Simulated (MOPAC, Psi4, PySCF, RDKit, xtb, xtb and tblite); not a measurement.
Two geometries of SMILES C([SiH2]S)=O (CH₄OSSi), singlet, relaxed at GFN2-xTB with one dihedral held; other torsions can differ between them too.

Structure A

```
8

O      1.6678     1.6790    -1.8372
C      1.0163     0.7006    -1.5759
Si     0.2406     0.3990     0.1569
S      0.8442     2.1185     1.2537
H      0.8478    -0.0676    -2.3556
H     -1.2070     0.3359     0.0112
H      0.8105    -0.8202     0.7132
H      1.5044     2.6463     0.2271
```

Structure B

```
8

O      1.0514     3.0010    -0.8730
C      0.2598     2.3991    -0.1950
Si     0.2407     0.4856    -0.0389
S      1.0641     0.0574     1.8996
H     -0.4805     2.9660     0.4105
H     -1.1307     0.0124     0.0380
H      1.0691    -0.1107    -1.0746
H      2.1141     0.8629     1.8151
```

Question: Which is lower in energy at the level Psi4 1.11 with DF-MP2 (frozen core)/cc-pVTZ // GFN2-xTB, and by how much?

Answer: A is lower, by 4.54 kJ/mol (dihedral O1–C2–Si3–S4: 0° in A, 105° in B).

E(B) − E(A) in kJ/mol at the other levels, on the same two geometries: GFN2-xTB (xtb and tblite) 4.64; MMFF94 // GFN2-xTB (RDKit) -3.31; PBE/def2-TZVP // GFN2-xTB (Psi4) 3.24; PBE-D3(BJ)/def2-TZVP // GFN2-xTB (Psi4) 3.88; wB97X-D/def2-TZVP // GFN2-xTB (Psi4) 2.37; HF/cc-pVTZ // GFN2-xTB (Psi4) -2.22; UFF // GFN2-xTB (RDKit) -12.66; PM6, restricted, heats of formation // GFN2-xTB (MOPAC) 2.77; PM3, restricted, heats of formation // GFN2-xTB (MOPAC) -13.71; GFN1-xTB // GFN2-xTB (xtb) 5.99; restricted B3LYP/6-31G*, spherical d // GFN2-xTB (PySCF) 3.62; restricted M06-2X/6-31G*, spherical d // GFN2-xTB (PySCF) 6.21; restricted LDA (SVWN5)/6-31G*, spherical d // GFN2-xTB (PySCF) 12.64; restricted Hartree-Fock/LANL2DZ, with its core potentials past Ne // GFN2-xTB (PySCF) -2.40.
